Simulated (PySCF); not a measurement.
PySCF input file for GeH3O3, SMILES [OH][Ge]([OH])[OH], multiplicity 2, B3LYP-D3(BJ)/def2-SVP. Geometry: B3LYP-D3(BJ)/def2-SVP. The isomer is the one that the SMILES or the coordinates give; other isomers of the formula were not compared. Other conformers were not sampled.

```python
import numpy as np
from pyscf import gto, scf, dft, df
from pyscf.hessian import thermo

mol = gto.M(
    atom='''
    O     1.59759987   -0.43403223   -0.38146841
    Ge   -0.00000000    0.00000000    0.30874902
    O    -1.17468286   -1.16654596   -0.38146842
    O    -0.42291699    1.60057818   -0.38146842
    H     1.81487063   -1.36740285   -0.24157557
    H    -2.09164091   -0.88802265   -0.24157558
    H     0.27677029    2.25542549   -0.24157559
    ''',
    basis='def2-SVP',
    charge=0,
    spin=1,
    max_memory=1600,
    verbose=3,
)
mf = dft.UKS(mol, xc='b3lyp').density_fit(auxbasis='def2-universal-jkfit')
mf.disp = 'd3bj'
mf.grids.level = 3
mf.conv_tol = 1e-11
mf.max_cycle = 100
mf.kernel()
fine, coarse = mf.grids, dft.Grids(mol).set(level=1).build(with_non0tab=True)
for _ in range(3):  # follow internal instabilities
    mf.grids = coarse
    mo, _, stable, _ = mf.stability(return_status=True, nroots=4)
    mf.grids = fine
    if stable:
        break
    mf.kernel(mf.make_rdm1(mo, mf.mo_occ))

# [left out here: the lines that compute and print the analytic Hessian (its translational invariance restored by hand, since the grid's response is missing), thermochemistry and intensities]
```

Log of the run:

```

WARN: HOMO -0.219040135947904 >= LUMO -0.219040135947912

converged SCF energy = -2304.12208378355  <S^2> = 0.75313763  2S+1 = 2.0031352
<class 'pyscf.df.df_jk.DFUKS'> wavefunction is stable in the internal stability analysis

WARN: DFTD3 does not support analytical Hessian, using finite difference


WARN: Mole.unit (angstrom) is changed to Bohr

Mode                                 0                   1                   2
Irrep
Freq [cm^-1]                      102.1162            102.2817            155.3759
Reduced mass [au]                   1.3822              1.3825              1.0498
Force const [Dyne/A]                0.0085              0.0085              0.0149
Char temp [K]                     146.9224            147.1606            223.5513
Normal mode                   x     y     z       x     y     z       x     y     z
       0   O                 0.03 -0.02 -0.00   -0.01 -0.09  0.03   -0.01 -0.02 -0.02
       1  Ge                 0.02 -0.01  0.00    0.01  0.02 -0.00   -0.00 -0.00 -0.01
       2   O                -0.05  0.06  0.03    0.06 -0.02 -0.01   -0.01  0.02 -0.02
       3   O                -0.07 -0.04 -0.02   -0.04  0.01 -0.02    0.02 -0.00 -0.02
       4   H                 0.14  0.04  0.22   -0.37 -0.25 -0.45    0.24  0.12  0.50
       5   H                -0.01  0.45 -0.50    0.04 -0.10  0.04   -0.02 -0.26  0.50
       6   H                -0.29  0.12  0.28   -0.29  0.18  0.42   -0.22  0.15  0.50
Mode                                 3                   4                   5
Irrep
Freq [cm^-1]                      251.1312            251.1781            263.1401
Reduced mass [au]                   2.8324              2.8303             16.6242
Force const [Dyne/A]                0.1052              0.1052              0.6782
Char temp [K]                     361.3218            361.3894            378.6000
Normal mode                   x     y     z       x     y     z       x     y     z
       0   O                -0.04  0.03 -0.05   -0.05 -0.13 -0.04    0.07 -0.01  0.10
       1  Ge                -0.03  0.00 -0.00    0.00  0.03  0.00    0.00  0.00 -0.07
       2   O                 0.05 -0.10  0.06    0.09 -0.03 -0.03   -0.05 -0.05  0.10
       3   O                 0.12  0.04 -0.01   -0.06  0.04  0.07   -0.02  0.07  0.10
       4   H                 0.05  0.07  0.04    0.06 -0.03  0.44   -0.01 -0.04  0.05
       5   H                 0.03  0.07 -0.40    0.06 -0.05 -0.19   -0.03  0.03  0.05
       6   H                 0.04  0.05  0.37    0.07 -0.04 -0.25    0.04  0.01  0.05
Mode                                 6                   7                   8
Irrep
Freq [cm^-1]                      648.1689            678.2082            678.2121
Reduced mass [au]                  11.9566             13.6328             13.6340
Force const [Dyne/A]                2.9596              3.6946              3.6949
Char temp [K]                     932.5707            975.7905            975.7962
Normal mode                   x     y     z       x     y     z       x     y     z
       0   O                -0.12  0.03  0.05    0.15 -0.03 -0.06   -0.06  0.02  0.03
       1  Ge                -0.00 -0.00 -0.04   -0.04  0.04 -0.00    0.04  0.04 -0.00
       2   O                 0.09  0.09  0.05    0.01  0.01  0.01   -0.11 -0.12 -0.07
       3   O                 0.03 -0.12  0.05    0.03 -0.13  0.05    0.03 -0.09  0.04
       4   H                -0.09  0.04  0.01   -0.02 -0.07 -0.00   -0.09  0.02  0.04
       5   H                 0.08  0.05  0.01   -0.03 -0.09 -0.03   -0.07  0.01 -0.02
       6   H                 0.01 -0.09  0.01   -0.01 -0.09  0.03   -0.07  0.03 -0.02
Mode                                 9                  10                  11
Irrep
Freq [cm^-1]                      849.8223            864.9035            864.9254
Reduced mass [au]                   1.0793              1.1248              1.1248
Force const [Dyne/A]                0.4593              0.4958              0.4958
Char temp [K]                    1222.7050           1244.4036           1244.4351
Normal mode                   x     y     z       x     y     z       x     y     z
       0   O                 0.02  0.03 -0.02   -0.01  0.01  0.01   -0.02 -0.05  0.02
       1  Ge                -0.00  0.00  0.00    0.02  0.00 -0.00   -0.00  0.02 -0.00
       2   O                 0.01 -0.03 -0.02   -0.03  0.04  0.01    0.01 -0.02 -0.02
       3   O                -0.03  0.00 -0.02   -0.04  0.00 -0.02   -0.03 -0.01 -0.00
       4   H                -0.49 -0.06  0.26   -0.07 -0.00  0.04    0.67  0.07 -0.37
       5   H                 0.19  0.45  0.26   -0.25 -0.56 -0.34    0.11  0.25  0.15
       6   H                 0.30 -0.39  0.26    0.32 -0.44  0.30    0.23 -0.32  0.21
Mode                                12                  13                  14
Irrep
Freq [cm^-1]                     3816.4966           3816.5198           3818.8008
Reduced mass [au]                   1.0668              1.0668              1.0674
Force const [Dyne/A]                9.1548              9.1549              9.1715
Char temp [K]                    5491.0889           5491.1222           5494.4041
Normal mode                   x     y     z       x     y     z       x     y     z
       0   O                 0.01 -0.03  0.00   -0.01  0.04 -0.01   -0.01  0.03 -0.00
       1  Ge                -0.00  0.00 -0.00    0.00  0.00  0.00    0.00  0.00 -0.00
       2   O                -0.02  0.01  0.00   -0.04  0.01  0.01    0.03 -0.01 -0.00
       3   O                -0.03 -0.03 -0.01   -0.00 -0.00 -0.00   -0.02 -0.02 -0.00
       4   H                -0.10  0.42 -0.06    0.16 -0.63  0.09    0.13 -0.54  0.08
       5   H                 0.33 -0.09 -0.05    0.68 -0.19 -0.10   -0.53  0.15  0.08
       6   H                 0.56  0.54  0.11    0.03  0.03  0.01    0.40  0.38  0.08
temperature 298.1500 [K]
pressure 101325.00 [Pa]
Rotational constants [GHz] 5.77101 5.77101 3.43421
Symmetry number 3
Zero-point energy (ZPE) 0.03910 [Eh]   102647.254 [J/mol]
                           tot       elec      trans        rot        vib
Entropy [J/mol/K]       339.053      5.763    168.828     97.325     67.137
Cv [J/mol/K]             89.376      0.000     12.472     12.472     64.432
Cp [J/mol/K]             97.690      0.000     20.786     12.472     64.432
Internal energy [J/mol]                      3718.434   3718.434 113411.977
Internal energy [Eh]   -2304.07605  -2304.12208
Enthalpy [J/mol]                             6197.391   3718.434 113411.977
Enthalpy [Eh]          -2304.07511
Gibbs free energy [J/mol]                  -44138.596 -25298.925  93395.076
Gibbs free energy [Eh] -2304.11361
mode   freq/cm-1   IR/(km/mol)
   1      102.12        40.299
   2      102.28        40.303
   3      155.38       226.501
   4      251.13        10.260
   5      251.18        10.280
   6      263.14        30.408
   7      648.17        21.542
   8      678.21       112.589
   9      678.21       112.593
  10      849.82        52.312
  11      864.90       110.270
  12      864.93       110.251
  13     3816.50       122.098
  14     3816.52       122.125
  15     3818.80         0.538
max |gradient| / (hartree/bohr): 7.762227401531557e-05
APT charges: [-0.7013  1.2663 -0.7013 -0.7013  0.2792  0.2792  0.2792]
```

Self-consistency was reached.
